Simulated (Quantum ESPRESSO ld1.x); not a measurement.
The numbers below are computed, except where a source is named.
N IV, configuration [He] 2s2. Level of theory: Dirac Kohn-Sham, exchange-only LDA, spin-unpolarised, spherical densities, point nucleus (ld1.x of Quantum ESPRESSO 7.5).

X-ray form factor f0, the Fourier transform of the density (f0(0) = 4):

| sin(theta)/lambda (1/angstrom) | f0 (electrons) |
|---|---|
| 0.05 | 3.944 |
| 0.1 | 3.786 |
| 0.15 | 3.548 |
| 0.2 | 3.263 |
| 0.25 | 2.961 |
| 0.3 | 2.671 |
| 0.4 | 2.189 |
| 0.5 | 1.864 |
| 0.6 | 1.662 |
| 0.8 | 1.440 |
| 1 | 1.273 |
| 1.25 | 1.061 |
| 1.5 | 0.857 |
| 2 | 0.534 |
